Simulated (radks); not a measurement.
Question: Excited configurations of Fe I: one electron is placed in a higher orbital outside [Ar] 3d6 4s1. The ground configuration is [Ar] 3d6 4s2. All-electron calculation, scalar-relativistic Kohn-Sham, LDA (Slater exchange, Perdew-Wang correlation), spin-polarised, spherical densities, finite nucleus; open shells are filled with parallel spins first; Fermi nuclear charge, rms radius 3.7377 fm. Program: a radial shooting solver on a logarithmic mesh with Libxc functionals. Excitation = E - E(ground); binding = E(ion) - E, where the ion is the core of charge +1; n* = 1/sqrt(2 binding) in atomic units, and the quantum defect is n - n*.

| outer orbital | excitation (eV) | binding (eV) | n* | quantum defect | eigenvalue (eV) | <r> (bohr) |
|---|---|---|---|---|---|---|
| 4p | 2.927 | 5.235 | 1.612 | 2.388 | -2.613 | 3.885 |
| 5p | 6.192 | 1.970 | 2.628 | 2.372 | -1.148 | 10.23 |
| 5d | 7.080 | 1.082 | 3.546 | 1.454 | -0.615 | 17.69 |
| 6s | 6.755 | 1.407 | 3.110 | 2.890 | -0.889 | 15.69 |
| 6p | 7.058 | 1.103 | 3.512 | 2.488 | -0.692 | 19.24 |
| 6d | 7.449 | 0.713 | 4.368 | 1.632 | -0.446 | 29.05 |
| 6f | 7.700 | 0.462 | 5.430 | 0.570 | -0.296 | 43.85 |
| 7d | 7.660 | 0.502 | 5.205 | 1.795 | -0.330 | 43.13 |
| 7f | 7.814 | 0.347 | 6.258 | 0.742 | -0.232 | 61.23 |

Estimate the row for 5s.

Answer: excitation (eV) 5.408; binding (eV) 2.753; n* 2.223; quantum defect 2.777; eigenvalue (eV) -1.660; <r> (bohr) 7.921. The Delta-SCF ionisation energy is 8.162 eV (NIST Atomic Spectra Database: 7.902 eV, measured). Self-interaction in the functional shifts the binding energies and quantum defects, so they are the method's values and not measured ones. Open shells are spherical and high-spin; term and fine-structure splittings are not resolved.
